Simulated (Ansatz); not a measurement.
## Worked example: SnH2F2 + CH7O2Si2 → SnHF2 + CH8O2Si2

Gas-phase species: SnH2F2 `[F][SnH2][F]`, singlet; CH7O2Si2 `O[SiH]C[SiH2]O`, doublet; SnHF2 `[F][SnH][F]`, doublet; CH8O2Si2 `O[SiH2]C[SiH2]O`, singlet. A radical takes H: the energy is the difference in strength between the Sn–H bond broken and the Si–H bond made.

Shapes, held fixed at every level: PBE0-D4/def2-TZVP. Flexible molecules stand in one conformer, not always the lowest. Programs: Ansatz 0.2.0. Electronic energies: no zero-point or thermal term.

At CCSD(T)/def2-TZVPP; 1 Eh = 2625.50 kJ/mol:

```
 species  energy (Eh)
  SnH2F2  -414.387917
CH7O2Si2  -770.673484
   SnHF2  -413.763209
CH8O2Si2  -771.333536
```

Q: Work out ΔE of the reaction at this level.

A: 
1. Products less reactants: (-413.763209) + (-771.333536) − [(-414.387917) + (-770.673484)] = -0.035344 Eh = -92.8 kJ/mol.

Other levels give -106.2 (wB97M-V/def2-TZVPP) to -88.5 kJ/mol (HF/def2-TZVPP). No measured value is set beside it here. Open shells run unrestricted. For atoms past krypton def2 sets carry core potentials with scalar relativity. Outer-core shells of Sn are correlated, in sets that cover them unevenly.
